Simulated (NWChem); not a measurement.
Molecule: BeNH3Se; SMILES [NH2][Be][SeH]

```xyz
6

Be     0.0071    -1.1788     0.0000
N      0.0184    -2.6750     0.0000
H      0.0205    -3.2642    -0.8265
H      0.0205    -3.2642     0.8265
Se     0.0364     0.8546     0.0000
H     -1.4349     0.9131     0.0000
```
Atoms are numbered in this order, from 1.

Results from NWChem. Pople sets run with spherical d functions. Coordinates come from a PBE0/def2-SVP optimisation.

Q: Predict the results for PBE0/6-311G**. Quantities: highest occupied level (eV); orbital gap (eV); dipole (D).

A: 
```json
{
  "highest occupied level (eV)": "-6.99",
  "orbital gap (eV)": "7.01",
  "dipole (D)": "2.24"
}
```
